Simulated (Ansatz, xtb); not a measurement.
C4H7BSSi: which of two isomers lies lower

Structure X is `BC1=C(S)[SiH2]C=C1`, a singlet and structure Y is `BC1=CC=C[Si@@H]1S`, a singlet. Both are isolated molecules in the gas phase, relaxed with r2SCAN-D4/def2-SVP; the shapes shown needn't be the lowest conformers.

X (Å):

```xyz
14

C    -0.4026    0.4398   -1.0463
C    -0.9139   -0.0626    0.1461
C     1.7611   -0.3651   -0.1681
C     1.0680    0.2459   -1.1631
B    -1.2402    1.1208   -2.1334
S    -2.5817   -0.0009    0.5984
Si    0.5293   -0.8042    1.1449
H    -0.7174    1.5312   -3.1439
H    -2.4342    1.2548   -1.9915
H    -2.4477   -0.6164    1.7961
H     0.3032   -2.2596    1.4038
H     0.6702   -0.1164    2.4652
H     2.8405   -0.5238   -0.2207
H     1.5543    0.6144   -2.0759
```

Y (Å):

```xyz
14

C    -0.3606    0.2962   -1.0734
C     1.0084    0.1848   -1.1396
C     1.7633   -0.0033    0.1093
C     1.0333   -0.0617    1.2547
B    -1.2394    0.4406   -2.3200
S    -1.8590   -1.6108    1.3171
Si   -0.7637    0.1575    0.7555
H    -0.7189    0.5355   -3.4108
H    -2.4485    0.4574   -2.2465
H     1.5481    0.2204   -2.0970
H     2.8563   -0.0938    0.0809
H     1.5002   -0.1986    2.2341
H    -1.4055    1.3820    1.3237
H    -3.0066   -1.2038    0.7265
```

Quicker runs give these differences E(Y) − E(X): GFN2-xTB −13.0 kcal/mol; HF/STO-3G −13.4 kcal/mol (at GFN2-xTB geometries); r2SCAN-D4/def2-SVP//GFN2-xTB −20.8 kcal/mol.

Q: Estimate E(Y) − E(X) at the level CCSD(T)/def2-SVP + ΔMP2/def2-TZVPP.

A: Calculated at CCSD(T)/def2-SVP + ΔMP2/def2-TZVPP: E(Y) − E(X) = −23.4 kcal/mol, so structure Y lies lower.

Level by level:

```
                             level            geometry  E(Y) − E(X) (kcal/mol)  departure from the last row (kcal/mol)  job, with rough time for the two
                          GFN2-xTB            GFN2-xTB                     −13.0                                   +10.4               optimisation, 0.6 s
                         HF/STO-3G            GFN2-xTB                     −13.4                                   +10.1              single point, 0.98 s
      r2SCAN-D4/def2-SVP//GFN2-xTB            GFN2-xTB                     −20.8                                    +2.6               single point, 6.6 s
                r2SCAN-D4/def2-SVP  r2SCAN-D4/def2-SVP                     −21.1                                    +2.3                optimisation, 84 s
                       HF/def2-SVP  r2SCAN-D4/def2-SVP                     −27.0                                    −3.6           part of the CCSD(T) run
                      MP2/def2-SVP  r2SCAN-D4/def2-SVP                     −22.3                                    +1.1           part of the CCSD(T) run
                  CCSD(T)/def2-SVP  r2SCAN-D4/def2-SVP                     −21.9                                    +1.6                      single point
CCSD(T)/def2-SVP + ΔMP2/def2-TZVPP  r2SCAN-D4/def2-SVP                     −23.4                                                     single point, 1.8 min
```

As drawn, Y has 1 S–Si, 1 C–H in place of 1 C–S, 1 Si–H.

None of the levels shown reverses the order. The largest departure from CCSD(T)/def2-SVP + ΔMP2/def2-TZVPP is that of GFN2-xTB, 10.4 kcal/mol. The last row adds to CCSD(T) the change of the MP2 difference between the two basis sets, here −1.6 kcal/mol.

With thermal terms from frequencies at re-optimised GFN2-xTB minima (ideal gas, soft modes damped towards free rotors, one conformer each, 298.15 K, 1 atm): the zero-point term adds +1.5 kcal/mol; ΔH is −21.6 and ΔG −22.9 kcal/mol.

The correlated steps freeze 15 core orbitals. Mirror images aren't counted in ΔG. Codes used: Ansatz 0.2.0, xtb 6.7.1; the last row on 2 threads of Intel(R) Xeon(R) Platinum 8259CL CPU @ 2.50GHz (Skylake/Cascade Lake) on a shared host.
